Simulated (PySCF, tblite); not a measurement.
Isomers of CH6FSi3 (doublet state). Computed with GFN2-xTB (tblite): harmonic, unscaled wavenumbers at the GFN2-xTB geometry, gas phase. Against measured fundamentals such values can be off by several per cent, at times by over 20. Modes of hydrogen on silicon can be 10 to 20 % off. One conformer each. Open shells enter through the occupations alone, without spin polarisation, and single modes of such species can be off by tens of per cent.

Electronic energies: B3LYP/pcH-1 single points on the GFN2-xTB geometries (PySCF, gas phase).

```
                  SMILES  electronic energy, lowest = 0 (kcal/mol)
    F[Si]1[SiH2]C[SiH2]1                                       0.0
F[SiH]1[SiH2][CH][SiH2]1                                      12.9
   F[Si@H]1[SiH]C[SiH2]1                                       0.9
```

How do GFN2-xTB zero-point energies change the relative energies?

| SMILES | ZPE (kcal/mol) | of it from modes above 1550 cm⁻¹ | electronic (kcal/mol) | with ZPE, lowest = 0 (kcal/mol) | lowest mode (cm⁻¹) | rings |
| --- | --- | --- | --- | --- | --- | --- |
| F[Si]1[SiH2]C[SiH2]1 | 38.5 | 21.0 | 0.0 | 0.0 | 68 | 1 |
| F[Si@H]1[SiH]C[SiH2]1 | 38.1 | 20.9 | 0.9 | 0.5 | 77 | 1 |
| F[SiH]1[SiH2][CH][SiH2]1 | 34.9 | 19.7 | 12.9 | 9.3 | 90 | 1 |

The zero-point energies span 3.6 kcal/mol, from `F[SiH]1[SiH2][CH][SiH2]1` to `F[Si]1[SiH2]C[SiH2]1`. The order is unchanged.

And how do the electronic energies of GFN2-xTB itself compare?

`F[Si]1[SiH2]C[SiH2]1` 0.0; `F[Si@H]1[SiH]C[SiH2]1` 5.5; `F[SiH]1[SiH2][CH][SiH2]1` 21.5 kcal/mol, lowest = 0. Against the energies above, taken from the same isomer `F[Si]1[SiH2]C[SiH2]1`, the largest difference is 8.6 kcal/mol.

What do entropy and thermal enthalpy add at 298.15 K and 1 bar (rigid rotor, harmonic oscillator, one conformer each)?

```
                  SMILES  point group  symmetry number  S (cal/(mol K))  H − H(0) (kcal/mol)  ZPE + H − H(0) − TS (kcal/mol)
    F[Si]1[SiH2]C[SiH2]1           Cs                1             89.9                 5.80                            17.5
   F[Si@H]1[SiH]C[SiH2]1           C1                1             89.4                 5.80                            17.2
F[SiH]1[SiH2][CH][SiH2]1           C1                1             91.8                 6.22                            13.7
```

S holds R ln(2S + 1) for the spin.
